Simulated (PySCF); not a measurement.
Isomers of C4H10O3Si.

All values: PBE0/pcSseg-1 (PySCF) at GFN2-xTB geometries, gas phase, one conformer each.

Problem. Rank by dipole moment, highest first.
A. `[CH3:1][O:2][CH2:3][SiH2:4][O:5][C:6]([CH3:7])=[O:8]` with C1–O2–C3–Si4 180°, O2–C3–Si4–O5 -76°, C3–Si4–O5–C6 176°, Si4–O5–C6–C7 -178°
B. `[CH3:1][O:2][C:3](=[O:4])[C@H:5]([CH3:6])[O:7][SiH3:8]` with C1–O2–C3–O4 -1°, O2–C3–C5–C6 -74°, C3–C5–O7–Si8 24°
C. `[CH3:1][O:2]/[CH:3]=[C:4](\[O:5][CH3:6])[O:7][SiH3:8]` with C1–O2–C3–C4 151°, C3–C4–O5–C6 -10°, C3–C4–O7–Si8 -178°
D. `[CH3:1][O:2][SiH:3]([O:4][CH3:5])[C:6]([CH3:7])=[O:8]` with C1–O2–Si3–O4 -167°, O2–Si3–O4–C5 -60°, O2–Si3–C6–C7 -128°

Solution. B (3.51 D), A (3.13 D), D (2.31 D), C (1.69 D).

Problem. Rank by the lowest IAO charge on any atom, lowest value first.
A. `[CH3:1][O:2][SiH:3]([O:4][CH3:5])[C:6]([CH3:7])=[O:8]` with C1–O2–Si3–O4 -167°, O2–Si3–O4–C5 -60°, O2–Si3–C6–C7 -128°
B. `[CH3:1][O:2]/[CH:3]=[C:4](\[O:5][CH3:6])[O:7][SiH3:8]` with C1–O2–C3–C4 151°, C3–C4–O5–C6 -10°, C3–C4–O7–Si8 -178°
C. `[CH3:1][O:2][C:3](=[O:4])[C@H:5]([CH3:6])[O:7][SiH3:8]` with C1–O2–C3–O4 -1°, O2–C3–C5–C6 -74°, C3–C5–O7–Si8 24°

Solution. A (-0.651 e), C (-0.632 e), B (-0.585 e).

Problem. Rank by the highest IAO charge on any atom, lowest value first.
A. `[CH3:1][O:2]/[CH:3]=[C:4](\[O:5][CH3:6])[O:7][SiH3:8]` with C1–O2–C3–C4 151°, C3–C4–O5–C6 -10°, C3–C4–O7–Si8 -178°
B. `[CH3:1][O:2][CH2:3][SiH2:4][O:5][C:6]([CH3:7])=[O:8]` with C1–O2–C3–Si4 180°, O2–C3–Si4–O5 -76°, C3–Si4–O5–C6 176°, Si4–O5–C6–C7 -178°
C. `[CH3:1][O:2][SiH:3]([O:4][CH3:5])[C:6]([CH3:7])=[O:8]` with C1–O2–Si3–O4 -167°, O2–Si3–O4–C5 -60°, O2–Si3–C6–C7 -128°

Solution. A (+0.866 e), B (+1.011 e), C (+1.284 e).

All values together:

| SMILES | μ (D) | HOMO (eV) | LUMO (eV) | lowest IAO charge (e) | highest IAO charge (e) | lowest Hirshfeld charge (e) | highest Hirshfeld charge (e) |
| --- | --- | --- | --- | --- | --- | --- | --- |
| COC[SiH2]OC(C)=O | 3.13 | -7.55 | 0.20 | -0.592 (O) | +1.011 (Si) | -0.257 (O) | +0.402 (Si) |
| CO/C=C(\OC)O[SiH3] | 1.69 | -5.54 | 0.63 | -0.585 (O) | +0.866 (Si) | -0.199 (O) | +0.370 (Si) |
| CO[SiH](OC)C(C)=O | 2.31 | -6.56 | -0.94 | -0.651 (O) | +1.284 (Si) | -0.233 (O) | +0.450 (Si) |
| COC(=O)[C@H](C)O[SiH3] | 3.51 | -7.90 | -0.09 | -0.632 (O) | +0.859 (Si) | -0.218 (O) | +0.337 (Si) |

Conformers: `[CH3:1][O:2][CH2:3][SiH2:4][O:5][C:6]([CH3:7])=[O:8]` with C1–O2–C3–Si4 180°, O2–C3–Si4–O5 -76°, C3–Si4–O5–C6 176°, Si4–O5–C6–C7 -178°; `[CH3:1][O:2]/[CH:3]=[C:4](\[O:5][CH3:6])[O:7][SiH3:8]` with C1–O2–C3–C4 151°, C3–C4–O5–C6 -10°, C3–C4–O7–Si8 -178°; `[CH3:1][O:2][SiH:3]([O:4][CH3:5])[C:6]([CH3:7])=[O:8]` with C1–O2–Si3–O4 -167°, O2–Si3–O4–C5 -60°, O2–Si3–C6–C7 -128°; `[CH3:1][O:2][C:3](=[O:4])[C@H:5]([CH3:6])[O:7][SiH3:8]` with C1–O2–C3–O4 -1°, O2–C3–C5–C6 -74°, C3–C5–O7–Si8 24°.
